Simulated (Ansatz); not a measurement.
Reaction (formal exchange of groups at the Se–Al bond): `C[Se][Al]([Cl])[Cl]` + CH₃NH₂ → `C[Se]CN` + `[Cl][AlH][Cl]`

Computed with Ansatz on PBE0-D4/def2-TZVP structures; ΔE is electronic, products minus reactants. CCSD(T)/CBS adds triple-zeta CCSD(T) − MP2 to the extrapolated MP2 energy (def2 sets, frozen cores). This one scheme is used for every species. DFT in def2-TZVPP. For Se outer-core shells are correlated without core-valence functions, which leaves a few kJ/mol of doubt a bond. Scalar relativity is left out up to krypton. Each species was taken in one conformer, which may not be the lowest.

```tsv
level	ΔE (eV)
r2SCAN-D4	1.45
CCSD(T)/def2-TZVPP	1.43
HF/def2-QZVPP	1.52
MP2/def2-QZVPP	1.49
```

**Question.** What does CCSD(T)/CBS give? (Best estimate.)

**Answer.** Computed: +1.48 eV. The listed levels differ from it by -0.03, -0.05, 0.04, 0.01 eV.

Largest T1 diagnostic among the species: 0.009.

From PBE to PBE0 (25 % exact exchange), in def2-TZVPP and without D4, ΔE moves by +0.07 eV. In def2-TZVPP, CCSD(T) changes the Hartree–Fock value by −0.10 eV (the triples alone add −0.02 eV) and MP2 by −0.07 eV.
